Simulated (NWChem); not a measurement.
# C$_{4}$H$_{7}$F; SMILES C(=C(\F)C)/C

Results from NWChem. Pople sets run with spherical d functions. Geometry: optimised at PBE0/def2-SVP. Total energies compare along this basis series because the functional is fixed.

```csv
level,basis functions,energy (Ha),highest occupied level (eV),orbital gap (eV),dipole (D),relative time
PBE/STO-3G,32,-252.8064,-2.66,5.63,0.67,1
PBE/3-21G,59,-254.7511,-5.18,5.49,1.37,1
PBE/6-31G*,84,-256.1381,-5.21,5.44,1.34,3
PBE/6-31+G*,104,-256.1551,-5.58,5.33,1.73,6
PBE/6-311G**,132,-256.2181,-5.50,5.37,1.51,7
PBE/6-311++G**,159,-256.2250,-5.66,5.12,1.77,20
```

Relative times are rough (shared machine, one core).
